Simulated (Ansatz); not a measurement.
`C[SiH](N)[GeH3]` → GeH₄ + `C[Si]N` at 700 K and 1 bar (silylene formation by 1,1-elimination).

Calculated with Ansatz (gas phase, PBE0-D4/def2-TZVP geometries, no zero-point term in ΔE). CBS: MP2 limit from def2 TZ/QZ plus the TZ coupled-cluster correction, frozen cores. For Ge outer-core shells are correlated without core-valence functions, which leaves a few kJ/mol of doubt a bond. Scalar relativity is left out up to krypton. Each species was taken in one conformer, which may not be the lowest.

| species | CCSD(T)/CBS energy (Eh) | H − E (kJ/mol) | S (J/(mol·K)) |
| --- | --- | --- | --- |
| `C[SiH](N)[GeH3]` | -2463.40010 | 344.6 | 523.5 |
| GeH₄ | -2078.49493 | 112.9 | 267.3 |
| `C[Si]N` | -384.84019 | 219.5 | 379.6 |

H − E and S are ideal-gas, rigid-rotor, harmonic terms from PBE0-D4/def2-TZVP, for one conformer and one mirror image of each species. 1 Eh = 2625.50 kJ/mol, R = 8.31446 J/(mol·K).

**Question.** By hand: ΔE, ΔH, ΔS and ΔG.

**Answer.** ΔE = (-2078.49493) + (-384.84019) − (-2463.40010) = 0.06498 Eh = 170.6 kJ/mol. Δ(H − E) = 112.9 + 219.5 − 344.6 = -12.2, so ΔH = 158.4 kJ/mol. ΔS = 267.3 + 379.6 − 523.5 = 123.4 J/(mol·K). ΔG = 158.4 − 700 × (123.4)/1000 = 72.0 kJ/mol.

**Question.** By hand: the equilibrium constant, and the temperature at which ΔG would vanish if ΔH and ΔS stayed fixed.

**Answer.** log₁₀ K = −ΔG/(RT ln 10) = -5.4. ΔG = 0 at ΔH/ΔS = 1284 K.

The number of gas molecules changes by +1, which sets the sign of ΔS. A doubt of 5 kJ/mol in ΔE shifts log₁₀ K by 0.4 here. Other conformers and mirror images would add mixing entropy, several J/(mol·K) or more a flexible species. Modes under 60 cm⁻¹, often nearly free rotors, make the harmonic entropy too high. These are equilibria of isolated gas molecules and say nothing of rates. Largest T1 diagnostic: 0.013 (customary marks: 0.02 for closed shells, 0.045 for open ones).
